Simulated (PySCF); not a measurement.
BH₃N, SMILES B=[NH2+], charge +1.

Geometry: TPSSh-D3(BJ)/def2-TZVP. The isomer is the one that the SMILES or the coordinates give; other isomers of the formula were not compared.

All values below come from TDA-LC-ωPBE/def2-TZVPD (PySCF).

Vertical excitations.  State labels are in the subgroup C2v.

| state | symmetry | energy (eV) | λ (nm) | f | main pairs |
|---|---|---|---|---|---|
| S1 | A2 | 5.96 | 208 | 0.000 | HOMO→LUMO 98 % |
| S2 | B2 | 9.47 | 131 | 0.051 | HOMO−1→LUMO 97 % |
| S3 | A1 | 9.51 | 130 | 0.204 | HOMO→LUMO+1 83 % |
| S4 | B1 | 10.37 | 120 | 0.049 | HOMO→LUMO+2 87 % |
| S5 | B1 | 11.27 | 110 | 0.094 | HOMO−1→LUMO+1 89 % |
| S6 | A2 | 12.23 | 101 | 0.000 | HOMO→LUMO+4 92 % |
| S7 | B1 | 12.81 | 97 | 0.018 | HOMO→LUMO+5 76 % |
| S8 | A1 | 12.84 | 97 | 0.426 | HOMO−2→LUMO 81 % |
| S9 | B2 | 12.91 | 96 | 0.121 | HOMO−3→LUMO 90 % |
| S10 | A2 | 13.22 | 94 | 0.000 | HOMO−2→LUMO+1 96 % |
| T1 | A2 | 5.60 | 222 | 0 | HOMO→LUMO 98 % |
| T2 | A1 | 6.46 | 192 | 0 | HOMO→LUMO+1 95 % |
| T3 | B2 | 7.73 | 160 | 0 | HOMO−1→LUMO 95 % |
| T4 | B1 | 9.50 | 131 | 0 | HOMO−1→LUMO+1 84 % |
Triplets are in the Tamm–Dancoff approximation.
